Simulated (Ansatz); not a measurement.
The same path of CH₆FPSeSi (11 atoms, charge 0, multiplicity 1) was run twice with different band settings. The coordinate that changes most is the height of P5 over the plane of its neighbours.

Level of theory: RKS PBE0-D4/def2-SVP in Ansatz 0.2.0.

Relaxed end points:

```xyz
11
Properties=species:S:1:pos:R:3
F -1.725 2.325 -0.028
C -0.702 1.497 0.389
Si -1.197 -0.316 0.111
Se 0.509 -1.683 0.792
P 1.942 -0.969 -0.841
H -0.494 1.677 1.459
H 0.217 1.738 -0.174
H -2.366 -0.673 0.964
H -1.521 -0.534 -1.328
H 3.091 -0.859 -0.002
H 2.312 -2.261 -1.321
```

```xyz
11
Properties=species:S:1:pos:R:3
F -1.364 2.262 -0.109
C -0.450 1.399 0.460
Si -1.026 -0.391 0.180
Se 0.503 -1.863 1.033
P 2.158 -1.599 -0.519
H -0.367 1.609 1.541
H 0.544 1.577 0.015
H -2.306 -0.621 0.911
H -1.210 -0.632 -1.282
H 2.242 -0.172 -0.518
H 1.341 -1.626 -1.692
```

Common settings: movable images 7; spring 5.0 eV/Å²; start path IDPP; force threshold 0.05 eV/Å; end points relaxed.

| run | climbing image | optimiser | iteration limit |
| --- | --- | --- | --- |
| 1 | yes | quadratic models (default) | 48 |
| 2 | from the first iteration | fire | 57 |

Question: What does each run give, and how far can it be trusted?

Answer: Run 1: converged after 5 iterations, highest image 1.400 eV above the first end. A vibrational analysis at the climbing image gives one clearly imaginary mode, 912i cm⁻¹: a first-order saddle point.
Run 2: converged after 25 iterations, highest image 1.398 eV above the first end. Another band between the same ends (7 images) ends at a top of the same energy, where a vibrational analysis finds 1 clearly imaginary mode.
